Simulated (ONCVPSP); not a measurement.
zirconium (Zr): one change to an ONCV potential, before and after

| Item | Value |
| --- | --- |
| Element | zirconium |
| Generator | ONCVPSP 4.0.1 |
| Type | optimised norm-conserving Vanderbilt (ONCV) |
| Functional | PBE |
| Relativity | non-relativistic |
| Frozen core | [Ar] 3d10 |
| Valence charge | 12 |
| Reference configuration | 4s2 4p6 4d2 (charge +2) |
| Partial waves | 4s: rc 1.85 bohr, ncon 3, nbas 6, qcut 5.9 1/bohr, local; 4p: rc 1.85 bohr, ncon 4, nbas 7, qcut 7.7 1/bohr, 3 projectors, debl 3.5 Ha; 4d: rc 2.50 bohr, ncon 3, nbas 8, qcut 5.4 1/bohr, 2 projectors, debl 1.4 Ha |
| Local potential | the s channel |
| Core correction | none |

All-electron outer shells of the reference configuration (PBE, non-relativistic, ld1.x):

| shell | level (eV) | outermost node (bohr) | outermost maximum (bohr) |
| --- | --- | --- | --- |
| 4s | -66.54 | 0.56 | 1.10 |
| 4p | -46.53 | 0.57 | 1.19 |
| 4d | -17.57 | 0.58 | 1.55 |

Change: s: qcut 8.1.

Cutoffs: the cutoffs (Ha) at which the residual kinetic energy of the hardest occupied pseudo-wave falls to 1 and 0.1 mHa per electron; they do not see the model core or the augmentation charge, which bear on the density cutoff. Errors are all-electron minus pseudo energies relative to the spin-unpolarised reference configuration.

Problem. How do hardness, ghosts and transferability respond?

Solution. The potential gets harder (16 Ha and 21 Ha → 18 Ha and 22 Ha); of the 4 tests that both files solve, the error grows in 0 and shrinks in 2 by more than 15 % and 0.3 meV (median size 513.3 → 178.4 meV); neither file shows a bound ghost. The waves are optimised to have the least kinetic energy above qcut, so the cutoff follows it (qcut²/2 in Ha).

| quantity | base | changed |
| --- | --- | --- |
| cutoff, loose | 16 Ha | 18 Ha |
| cutoff, tight | 21 Ha | 22 Ha |
| loose cutoff by channel | s 13 Ha, p 16 Ha, d 11 Ha | s 18 Ha, p 16 Ha, d 11 Ha |
| bound ghosts | none | none |
| GHOST(+) flags under 300 eV | none | none |
| error for 4s2 4p6 4d2 5s2, meV [ΔE -19.53 eV] | +1508 | +490 |
| error for 4s2 4p6 4d2 5s1, meV [ΔE -12.61 eV] | +993 | +324 |
| error for 4s2 4p6 4d1, meV [ΔE 22.96 eV] | +33 | +33 |
| error for 4s2 4p6 4d2 5p1, meV [ΔE -9.15 eV] | -0.1 | -0.2 |
| s: phases at 1.88 bohr within 0.05 rad from the reference energy up to (Ha; the scan ends near 5) | -1.3 | -0.7 |
| p: phases at 1.88 bohr within 0.05 rad from the reference energy up to (Ha; the scan ends near 5) | to the end of the scan | to the end of the scan |
| d: phases at 2.54 bohr within 0.05 rad from the reference energy up to (Ha; the scan ends near 5) | 4.3 | 4.5 |
